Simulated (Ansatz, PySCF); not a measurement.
Ga(Br)(Me)(NH2) (CH5BrGaN), SMILES [Ga]([Br])([NH2])[CH3]. Atoms are numbered in the order given.

```xyz
9

Ga     0.5466     0.5322     0.1300
Br    -1.0877    -1.0633    -0.2564
C      0.5140     2.2330    -0.8383
H      0.5605     2.0414    -1.9212
H      1.3592     2.8747    -0.5480
H     -0.4291     2.7595    -0.6260
N      1.7556    -0.0013     1.3660
H      2.5491     0.5526     1.6747
H      1.7115    -0.9031     1.8317
```
Charge 0, spin multiplicity 1.

Coordinates come from a TPSSh-D3(BJ)/def2-SVP optimisation. The structure was generated by enumeration; whether it is a known compound was not checked. Other conformers were not sampled.

Vertical ionisation energy (IE) and electron affinity (EA) in eV. Rows of orbital energies are one-electron estimates. Where ΔSCF, EOM or ADC give a negative EA the extra electron is unbound and the value depends on the basis.

```tsv
level	IE	EA
−ε(HOMO), −ε(LUMO), PBE0/def2-TZVP (PySCF)	7.48	0.29
−ε(HOMO), −ε(LUMO), PBE/def2-TZVP (PySCF)	6.12	1.07
ΔSCF, PBE0/def2-SVPD (Ansatz), final states of multiplicity 2 and 2	9.57	-0.52
ΔSCF, PBE/def2-SVPD (Ansatz), final states of multiplicity 2 and 2	(withheld)	(withheld)
```

Task: What belongs in the gaps? (An estimate is asked for; the answer gives what the named calculation found.)

Result: 
- ΔSCF, PBE/def2-SVPD (Ansatz, a first-principles code), final states of multiplicity 2 and 2, IE: 9.28
- ΔSCF, PBE/def2-SVPD (Ansatz), final states of multiplicity 2 and 2, EA: -0.36

Task: What vertical singlet–triplet gap does ΔSCF give with PBE0/def2-SVPD (Ansatz) and with PBE/def2-SVPD (Ansatz)? (Estimate from the structure and the level; the computed values follow.)

Result: 5.41 and 5.10 eV (triplet above singlet where positive).
